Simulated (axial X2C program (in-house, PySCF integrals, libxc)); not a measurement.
**Potential curves of SbSe, spin-free**

Calculated with an axial X2C code built on PySCF integrals. Spin-free means the one-electron spin-free X2C Hamiltonian. Basis: Sb dyall-cv3z [11s12p8d4f1g], Se dyall-cv3z [8s9p6d4f1g] (cores contracted in-house); Gaussian nuclei, density fitting, unrestricted open shells. Masses: Sb 120.904 u, Se 79.917 u.

State: M_S = 1/2, Λ = 1 (beyond evenly filled blocks: π+α). Energies in eV from the fragments at the same level (Sb + Se). Fits are polynomials in 1 − R0/R over 0.85 to 1.23 times the lowest point R0.

| R (Å) | PBE0 | B97-3 |
| --- | --- | --- |
| 2.0341 | -1.7498 | -1.6647 |
| 2.1276 | -2.5617 | -2.5115 |
| 2.1977 | -2.9037 | -2.8767 |
| 2.2679 | -3.0754 | -3.0692 |
| 2.3380 | -3.1172 | -3.1292 |
| 2.4198 | -3.0452 | -3.0750 |
| 2.5017 | -2.8838 | -2.9265 |
| 2.6069 | -2.6094 | -2.6585 |
| 2.7355 | -2.2482 | -2.3002 |
| 2.9225 | -1.7380 |  |

The state is a single determinant with fixed occupations, the lowest that a limited PBE0 search found. De is counted from the lowest determinant-based energies of the atoms at the same level, without counterpoise correction. The functionals have no current-density term, which raises determinants with orbital currents, atoms included. The determinant is spin-polarised beyond a pure state at some levels (its spin-free form has ⟨S²⟩ too high), which makes Re and μ there less reliable. The stretched end of a curve changes character and is left out. Spin-free De lacks the spin–orbit lowering of the heavy p-block atom, a tenth of an eV or more for 4p and 5p, up to an eV for 6p and one to two eV for 7p atoms, less what an open-shell molecule gains itself.

(1) What are Re, ωe and De at the PBE0 level?

(2) Fit the B97-3 curve near its minimum: give the equilibrium distance, the harmonic wavenumber and the well depth.

Answers

(1) At PBE0, spin-free: Re = 2.329 Å, ωe ≈ 341 cm⁻¹, De = 3.12 eV to Sb + Se; Be follows as 0.0646 cm⁻¹.

(2) At B97-3, spin-free: Re = 2.342 Å, ωe ≈ 336 cm⁻¹, De = 3.13 eV to Sb + Se; Be follows as 0.0639 cm⁻¹.
